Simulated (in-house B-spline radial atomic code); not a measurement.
## Binding energies in Co7+

NIST's tabulated ground configuration is [Ar] 3d2; each binding energy is the energy of the ion with one electron taken from that subshell, relaxed, less that of the parent. All numbers are computed (Dirac-Hartree-Fock, average of configuration; Fermi nucleus of rms radius 3.7875 fm) with a radial B-spline atomic code at the basis-set limit, not measured. Energies include first-order Breit, QED and recoil terms.

```tsv
subshell	X-ray name	binding energy (eV)	-ε (eV)	relaxation (eV)
1s	K	7884.8	7931.6	33.9
2s	L1	1108.6	1120.6	11.0
2p1/2	L2	974.2	987.8	12.6
2p3/2	L3	959.7	972.8	12.4
3s	M1	262.2	263.9	1.6
3p1/2	M2	217.4	219.1	1.6
3p3/2	M3	215.2	216.8	1.6
3d	M4,5	154.7	156.2	1.6
```

Relaxation = -ε minus the binding energy without Breit, QED and recoil terms.

Emission lines follow as differences of binding energies, with λ = 12398.42 eV·Å / E:

```json
{"line": "K-L3", "holes": "1s → 2p3/2", "energy (eV)": "6925.1", "wavelength (Å)": "1.7904"}
{"line": "K-L2", "holes": "1s → 2p1/2", "energy (eV)": "6910.6", "wavelength (Å)": "1.7941"}
{"line": "K-M3", "holes": "1s → 3p3/2", "energy (eV)": "7669.6", "wavelength (Å)": "1.6166"}
{"line": "L1-M3", "holes": "2s → 3p3/2", "energy (eV)": "893.4", "wavelength (Å)": "13.878"}
{"line": "L3-M1", "holes": "2p3/2 → 3s", "energy (eV)": "697.5", "wavelength (Å)": "17.776"}
```

Question: What screening constant σ does Moseley's law, E = (3/4)·13.6057 eV·(Z - σ)², need for K-L3?

Answer: σ = 0.95.

Question: What does it cost to remove both a 3s and a 3d electron?

Answer: 446.13 eV, which is 29.31 eV more than the two single binding energies together.

Question: What does it cost to remove two 2s electrons?

Answer: 2293.5 eV, which is 76.38 eV more than the two single binding energies together.

Question: What does it cost to remove both a 2p3/2 and a 2p1/2 electron?

Answer: 2016.5 eV, which is 82.6 eV more than the two single binding energies together.
